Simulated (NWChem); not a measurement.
System: SrHSCl; SMILES [SH][Sr][Cl]

Excerpt of the output:

```
             Northwest Computational Chemistry Package (NWChem) 7.3.0
             --------------------------------------------------------

 C1  symmetry detected

                             Geometry "geometry" -> ""
                             -------------------------

 Output coordinates in angstroms (scale by  1.889725989 to convert to a.u.)

  No.       Tag          Charge          X              Y              Z
 ---- ---------------- ---------- -------------- -------------- --------------
    1 Sr                  38.0000    -0.38430413    -0.03709450    -0.00037497
    2 Cl                  17.0000     0.44283550    -2.51362092     0.00024932
    3 S                   16.0000     0.48967648     2.56567942    -0.00030291
    4 H                    1.0000    -0.75947024     3.09027594     0.01485684

 Effective nuclear repulsion energy (a.u.)     290.6494138767

                                 NWChem DFT Module
                                 -----------------

 Summary of "ao basis" -> "ao basis" (spherical)
 ------------------------------------------------------------------------------
       Tag                 Description            Shells   Functions and Types
 ---------------- ------------------------------  ------  ---------------------
 Sr                        def2-svpd                10       26   4s4p2d
 Cl                        def2-svpd                11       27   5s4p2d
 S                         def2-svpd                11       27   5s4p2d
 H                         def2-svpd                 4        8   2s2p

            General Information
            -------------------
          SCF calculation type: DFT
          Wavefunction type:  closed shell.
          No. of atoms     :     4
          No. of electrons :    44
           Alpha electrons :    22
            Beta electrons :    22
          Charge           :     0
          Spin multiplicity:     1
          Use of symmetry is: off; symmetry adaption is: off
          Maximum number of iterations: 150
          AO basis - number of functions:    88
                     number of shells:    36
          Convergence on energy requested:  1.00D-06
          Convergence on density requested:  1.00D-05
          Convergence on gradient requested:  5.00D-04

              XC Information
              --------------
                         PBE0 Method XC Functional
                     Hartree-Fock (Exact) Exchange  0.250
          PerdewBurkeErnzerhof Exchange Functional  0.750
            Perdew 1991 LDA Correlation Functional  1.000 local
           PerdewBurkeErnz. Correlation Functional  1.000 non-local

             Grid Information
             ----------------
          Grid used for XC integration:  medium
          Radial quadrature: Mura-Knowles
          Angular quadrature: Lebedev.
          Tag              B.-S. Rad. Rad. Pts. Rad. Cut. Ang. Pts.
          ---              ---------- --------- --------- ---------
          Sr                  2.00      123          13.0       590
          Cl                  1.00       88          15.0       590
          S                   1.00       88          15.0       590
          H                   0.35       45          15.0       434
          Grid pruning is: on
          Number of quadrature shells:   344
          Spatial weights used:  Erf1

      Superposition of Atomic Density Guess
      -------------------------------------

 Sum of atomic energies:        -892.06107128

      Non-variational initial energy
      ------------------------------

 Total energy =    -887.709808
 1-e energy   =   -1439.026967
 2-e energy   =     448.189827
 HOMO         =      -0.339412
 LUMO         =      -0.109415

   convergence    iter        energy       DeltaE   RMS-Dens  Diis-err
 ---------------- ----- ----------------- --------- --------- ---------
 d= 0,ls=0.0,diis     1   -889.2168505847 -9.92D+02  1.63D-02  3.84D-01
 d= 0,ls=0.0,diis     2   -889.2098254652  7.03D-03  9.22D-03  4.22D-01
 d= 0,ls=0.0,diis     3   -889.2806523765 -7.08D-02  1.11D-03  6.13D-03
 d= 0,ls=0.0,diis     4   -889.2818215326 -1.17D-03  2.36D-04  2.17D-04
 d= 0,ls=0.0,diis     5   -889.2818621954 -4.07D-05  6.45D-05  1.35D-05
  Resetting Diis
 d= 0,ls=0.0,diis     6   -889.2818654972 -3.30D-06  1.76D-05  7.12D-07
 d= 0,ls=0.0,diis     7   -889.2818656568 -1.60D-07  8.64D-06  1.20D-07

[...]

                                NWChem TDDFT Module
                                -------------------

            General Information
            -------------------
           No. of orbitals :     176
            Alpha orbitals :      88
             Beta orbitals :      88
        Alpha frozen cores :       0
         Beta frozen cores :       0
     Alpha frozen virtuals :       0
      Beta frozen virtuals :       0
         Spin multiplicity :       1
    Number of AO functions :      88
        Use of symmetry is : off
      Symmetry adaption is : off
         Schwarz screening :  0.10D-07

              XC Information
              --------------
                  PBE0 Method XC Functional
              Hartree-Fock (Exact) Exchange   0.25
   PerdewBurkeErnzerhof Exchange Functional   0.75
     Perdew 1991 LDA Correlation Functional   1.00 local
    PerdewBurkeErnz. Correlation Functional   1.00 non-local

             TDDFT Information
             -----------------
          Calculation type : Tamm-Dancoff TDDFT
         Wavefunction type : Restricted singlets
          No. of electrons :      44
           Alpha electrons :      22
            Beta electrons :      22
              No. of roots :       6
          Max subspacesize :    5200
            Max iterations :     100
               Target root :       1
           Target symmetry : none
      Symmetry restriction : off
                 Algorithm : Optimal
        Davidson threshold :  0.10D-03

    6 smallest eigenvalue differences (eV)
--------------------------------------------------------
  No. Spin  Occ  Vir  Irrep   E(Occ)    E(Vir)   E(Diff)
--------------------------------------------------------
    1    1   22   23 a        -0.240    -0.081     4.309
    2    1   21   23 a        -0.253    -0.081     4.678
    3    1   22   24 a        -0.240    -0.028     5.765
    4    1   22   25 a        -0.240    -0.026     5.802
    5    1   20   23 a        -0.297    -0.081     5.856
    6    1   19   23 a        -0.297    -0.081     5.858
--------------------------------------------------------

  Entering Davidson iterations
  Restricted singlet excited states

  Iter   NTrls   NConv    DeltaV     DeltaE      Time
  ----  ------  ------  ---------  ---------  ---------
    1      6       0     0.41E-01   0.10+100       14.4
    2     12       0     0.11E-01   0.29E-02       14.0
    3     18       0     0.30E-02   0.32E-03       14.3
    4     24       1     0.82E-03   0.33E-04       14.1
    5     29       1     0.70E-03   0.37E-05       14.7
    6     34       3     0.18E-03   0.13E-05       14.1
    7     37       6     0.63E-04   0.75E-07       11.0
  ----  ------  ------  ---------  ---------  ---------
  Convergence criterion met

  Ground state a        -889.281865656776 a.u.

  ----------------------------------------------------------------------------
  Root   1 singlet a              0.119133878 a.u.                3.2418 eV
  ----------------------------------------------------------------------------
     Transition Moments    X -0.00512   Y  0.00220   Z -0.53288
     Dipole Oscillator Strength                    0.0225550987
     Electric Quadrupole                           0.0000000266
     Magnetic Dipole                               0.0000002914
     Total Oscillator Strength                     0.0225554167

     Occ.   22  a   ---  Virt.   23  a        0.99603
     Occ.   22  a   ---  Virt.   27  a        0.05509
  ----------------------------------------------------------------------------
  Root   2 singlet a              0.134527179 a.u.                3.6607 eV
  ----------------------------------------------------------------------------
     Transition Moments    X  0.28584   Y  0.46624   Z -0.00155
     Dipole Oscillator Strength                    0.0268234796
     Electric Quadrupole                           0.0000000717
     Magnetic Dipole                               0.0000000081
     Total Oscillator Strength                     0.0268235594

     Occ.   21  a   ---  Virt.   23  a       -0.99193
     Occ.   21  a   ---  Virt.   27  a       -0.06554
     Occ.   22  a   ---  Virt.   29  a       -0.05496
  ----------------------------------------------------------------------------
  Root   3 singlet a              0.172350263 a.u.                4.6899 eV
  ----------------------------------------------------------------------------
     Transition Moments    X -0.04870   Y  0.02716   Z -0.29983
     Dipole Oscillator Strength                    0.0106867389
     Electric Quadrupole                           0.0000000195
     Magnetic Dipole                               0.0000003185
     Total Oscillator Strength                     0.0106870768

     Occ.   19  a   ---  Virt.   23  a       -0.05691
     Occ.   22  a   ---  Virt.   24  a       -0.22349
     Occ.   22  a   ---  Virt.   25  a        0.95709
     Occ.   22  a   ---  Virt.   26  a       -0.06451
     Occ.   22  a   ---  Virt.   27  a       -0.13218
  ----------------------------------------------------------------------------
  Root   4 singlet a              0.172464940 a.u.                4.6930 eV
  ----------------------------------------------------------------------------
     Transition Moments    X  0.22821   Y -0.12546   Z -0.06545
     Dipole Oscillator Strength                    0.0082900884
     Electric Quadrupole                           0.0000000307
     Magnetic Dipole                               0.0000002483
     Total Oscillator Strength                     0.0082903673

[...]
```

Level: PBE0/def2-SVPD with def2 effective core potentials on Sr, TDA. All runs use the structure optimised with PBE0/def2-SVP. Not confirmed as a minimum by frequencies. def2 effective core potentials on Sr; no spin-orbit coupling.

Q: Reconstruct the input file.

A: One answer among several that fit: the input that was run:
```
start job
memory heap 200 mb stack 900 mb global 1100 mb
geometry units angstroms noautoz
  Sr    -0.222372    -0.000150    -0.012441
  Cl     0.491234    -2.511621     0.012526
  S      0.769024     2.560194    -0.019280
  H     -0.455063     3.141062    -0.020781
end
basis spherical
  * library def2-svpd
end
ecp
  Sr library def2-ecp
end
dft
  xc pbe0
  iterations 150
end
tddft
  cis
  nroots 6
  notriplet
end
task tddft energy
```
